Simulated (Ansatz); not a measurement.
`[SiH3]OB(Cl)Cl` + H₂S → `SB(Cl)Cl` + `O[SiH3]` at 400 K and 1 bar (ligand exchange at a B–O bond).

Isolated molecules relaxed with PBE0-D4/def2-TZVP in Ansatz; ΔE leaves out vibrations. CCSD(T)/CBS adds triple-zeta CCSD(T) − MP2 to the extrapolated MP2 energy (def2 sets, frozen cores). This one scheme is used for every species. One conformer a species, not always the lowest.

```json
{"species": "`[SiH3]OB(Cl)Cl`", "CCSD(T)/CBS energy (Eh)": "-1310.57934", "H − E (kJ/mol)": "128.2", "S (J/(mol·K))": "388.2"}
{"species": "H₂S", "CCSD(T)/CBS energy (Eh)": "-398.97279", "H − E (kJ/mol)": "53.4", "S (J/(mol·K))": "215.9"}
{"species": "`SB(Cl)Cl`", "CCSD(T)/CBS energy (Eh)": "-1342.83724", "H − E (kJ/mol)": "66.5", "S (J/(mol·K))": "332.8"}
{"species": "`O[SiH3]`", "CCSD(T)/CBS energy (Eh)": "-366.69042", "H − E (kJ/mol)": "120.0", "S (J/(mol·K))": "276.4"}
```

H − E and S are ideal-gas, rigid-rotor, harmonic terms from PBE0-D4/def2-TZVP, for one conformer and one mirror image of each species. 1 Eh = 2625.50 kJ/mol, R = 8.31446 J/(mol·K).

Task: By hand: ΔE, ΔH, ΔS and ΔG.

Result: ΔE = (-1342.83724) + (-366.69042) − (-1310.57934) − (-398.97279) = 0.02447 Eh = 64.2 kJ/mol. Δ(H − E) = 66.5 + 120.0 − 128.2 − 53.4 = 4.9, so ΔH = 69.1 kJ/mol. ΔS = 332.8 + 276.4 − 388.2 − 215.9 = 5.1 J/(mol·K). ΔG = 69.1 − 400 × (5.1)/1000 = 67.1 kJ/mol.

Task: By hand: the equilibrium constant, and the temperature at which ΔG would vanish if ΔH and ΔS stayed fixed.

Result: log₁₀ K = −ΔG/(RT ln 10) = -8.8. ΔG = 0 at ΔH/ΔS = 13549 K, far beyond where these terms or the molecules hold.

The number of gas molecules stays the same, so ΔS is small and ΔH decides. A doubt of 5 kJ/mol in ΔE shifts log₁₀ K by 0.7 here. Other conformers and mirror images would add mixing entropy, several J/(mol·K) or more a flexible species. These are equilibria of isolated gas molecules and say nothing of rates. Largest T1 diagnostic: 0.012 (customary marks: 0.02 for closed shells, 0.045 for open ones).
